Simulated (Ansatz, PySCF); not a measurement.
Reaction (SMILES): [SiH3][SiH2][SiH2][SiH3] -> 2 [SiH2][SiH3] (the Si-Si bond at the site shown breaks; other sites are not compared here)
Structures are relaxed separately at B3LYP-D3(BJ)/def2-TZVP in Ansatz (a first-principles code), one conformer each, not searched for the lowest. Frequencies are from Ansatz or PySCF.
Geometry of the first species:
```xyz
14

Si    -2.0827     1.1669    -0.0865
Si    -1.1797    -0.9544     0.3378
Si     1.1144    -0.7544     0.7783
Si     2.1440     0.4349    -0.9597
H     -1.7993     2.0732     1.0531
H     -1.4564     1.7351    -1.3047
H     -3.5503     1.1029    -0.2906
H     -1.3719    -1.8141    -0.8587
H     -1.8829    -1.5895     1.4821
H      1.7421    -2.0931     0.9232
H      1.3020    -0.0145     2.0531
H      1.5919     1.8104    -1.0110
H      1.8698    -0.2293    -2.2574
H      3.6123     0.5174    -0.7677
```
Charge 0, spin multiplicity 1.

Wanted: bond dissociation energy (0 K, with B3LYP-D3(BJ) harmonic zero-point energies), in kcal/mol. Cores are frozen in the correlated levels unless marked. UHF or UKS for open shells. Spin-orbit coupling is left out. Non-relativistic. Basis-set limits of correlation are two-point, X^-3; Hartree-Fock from the larger set. [CCSD(T)-MP2]/basis is that difference in the basis named.

```csv
level,program,bond dissociation energy (kcal/mol)
HF/aug-cc-pV(D+d)Z,Ansatz,49.8
r2SCAN-D4/def2-TZVPD,Ansatz + dftd4,67.4
```

Problem. What does RI-MP2/CBS(cc-pV(T+d)Z,cc-pV(Q+d)Z)+[CCSD(T)-MP2]/cc-pV(T+d)Z (Ansatz) give?

Solution. 73.9 kcal/mol, so r2SCAN-D4/def2-TZVPD differs from it by -6.5 kcal/mol.
